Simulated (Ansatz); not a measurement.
Cartesian coordinates in Å:
```
C 0.119 -1.130 -2.469
N -0.291 -0.379 -1.572
B -0.743 0.437 -0.581
C 0.224 1.052 0.491
Si 0.213 0.016 2.055
H 0.413 -0.744 -3.451
H 0.202 -2.212 -2.319
H -1.927 0.629 -0.546
H -0.104 2.058 0.772
H 1.259 1.111 0.140
H 0.740 -1.348 1.777
H 1.062 0.633 3.112
H -1.168 -0.121 2.591
```

The species carries charge 0 and has multiplicity 1.

(1) List the ωB97M-V/def2-TZVPP orbital energies in eV (Ansatz). (An estimate is asked.)

## Answers

(1) The calculation gave: Occupied: -1806.60, -395.09, -283.30, -280.65, -187.52, -147.68, -101.79, -101.79, -101.78, -28.56, -22.47, -20.96, -17.51, -16.99, -16.09, -14.85, -13.78, -13.10, -11.85, -11.50, -11.48, -10.58, -9.80. Lowest empty: 1.26, 1.95, 2.32, 2.90, 3.27, 3.28, 3.47, 3.83.
